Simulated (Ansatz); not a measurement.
Isolated molecules relaxed with PBE0-D4/def2-TZVP in Ansatz; ΔE leaves out vibrations. CCSD(T)/CBS adds triple-zeta CCSD(T) − MP2 to the extrapolated MP2 energy (def2 sets, frozen cores). One conformer a species, not always the lowest.

`[CH3][AlH][SiH](O)F` + `CSC(C)C` → `CSC(C)(C)C` + `O[SiH](F)[AlH2]`  (formal exchange of groups at a C–Al bond)

```tsv
species	MP2/CBS(def2) energy (Eh)
`[CH3][AlH][SiH](O)F`	-747.76067
`CSC(C)C`	-555.91243
`CSC(C)(C)C`	-595.16153
`O[SiH](F)[AlH2]`	-708.50083
```

(1) Work out ΔE.

Largest T1 diagnostic among the species: 0.012.

Results:

(1) ΔE = (-595.16153) + (-708.50083) − (-747.76067) − (-555.91243) = 0.01074 Eh = +6.7 kcal/mol. CCSD(T)/CBS gives +7.2 kcal/mol.

From PBE to PBE0 (25 % exact exchange), in def2-TZVPP and without D4, ΔE moves by −1.0 kcal/mol. In def2-TZVPP, CCSD(T) changes the Hartree–Fock value by −1.3 kcal/mol (the triples alone add −0.3 kcal/mol) and MP2 by −1.8 kcal/mol. At CCSD(T), def2-SVP lies −3.2 kcal/mol from the extrapolated value and def2-TZVPP −0.5 kcal/mol.
